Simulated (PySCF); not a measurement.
# `CC(=C)[C@H]([SiH3])/C(F)=C\F`, C₆H₁₀F₂Si

Geometry:
```tsv
atom	x (Å)	y (Å)	z (Å)
C1	-1.322	-1.058	-1.022
C2	-0.945	-0.410	0.070
C3	-1.818	-0.298	1.281
C4	0.384	0.294	0.197
Si5	0.241	2.055	-0.572
C6	1.506	-0.444	-0.432
F7	1.587	-0.379	-1.782
C8	2.456	-1.138	0.179
F9	2.474	-1.258	1.519
H10	-2.280	-1.545	-1.081
H11	-0.698	-1.141	-1.894
H12	-1.353	-0.806	2.126
H13	-1.952	0.748	1.555
H14	-2.793	-0.743	1.101
H15	0.623	0.381	1.260
H16	-0.110	1.925	-1.981
H17	-0.811	2.756	0.166
H18	1.531	2.720	-0.391
H19	3.271	-1.650	-0.307
```

Method: GIAO B3LYP/pcSseg-1 magnetisability, rotational g tensor and spin-rotation constants, non-relativistic, gas phase (PySCF 2.14.0). Geometry: GFN2-xTB.

Problem. Give the nuclear spin-rotation constants along the inertial axes (H = +C I·J) beside the isotropic shieldings.

Solution. Rotational constants 1.4512, 1.0409, 0.8777 GHz. A star marks the isotopologue with that one atom substituted, in its own axes.
| atom | isotope | Caa (kHz) | Cbb (kHz) | Ccc (kHz) | mean (kHz) | σ (ppm) |
| --- | --- | --- | --- | --- | --- | --- |
| F7 | 19F | 1.446 | 0.718 | 0.647 | 0.937 | 330.6 |
| F9 | 19F | 1.102 | 0.691 | 0.578 | 0.790 | 350.5 |
| H10 | 1H | -0.056 | -0.031 | -0.053 | -0.047 | 26.7 |
| H11 | 1H | -0.102 | -0.024 | -0.029 | -0.051 | 26.5 |
| H12 | 1H | -0.073 | -0.050 | -0.078 | -0.067 | 29.8 |
| H13 | 1H | -0.111 | -0.084 | -0.026 | -0.074 | 29.8 |
| H14 | 1H | -0.077 | -0.064 | -0.066 | -0.069 | 30.0 |
| H15 | 1H | -0.146 | -0.087 | 0.004 | -0.076 | 28.9 |
| H16 | 1H | -0.119 | -0.069 | 0.000 | -0.063 | 27.9 |
| H17 | 1H | -0.012 | -0.089 | -0.048 | -0.050 | 27.9 |
| H18 | 1H | -0.059 | -0.046 | -0.054 | -0.053 | 27.8 |
| H19 | 1H | 0.076 | -0.101 | -0.050 | -0.025 | 24.4 |
| C1 | 13C* | 0.407 | 0.348 | 0.249 | 0.335 | 65.3 |
| C2 | 13C* | 0.460 | 0.409 | 0.325 | 0.398 | 25.7 |
| C3 | 13C* | 0.240 | 0.170 | 0.146 | 0.185 | 153.3 |
| C4 | 13C* | 0.259 | 0.174 | 0.158 | 0.197 | 147.1 |
| Si5 | 29Si* | -0.867 | -0.571 | -0.499 | -0.645 | 399.2 |
| C6 | 13C* | 0.524 | 0.380 | 0.367 | 0.424 | 10.7 |
| C8 | 13C* | 0.524 | 0.328 | 0.317 | 0.390 | 33.4 |

For the geometry as given, no vibrational averaging.
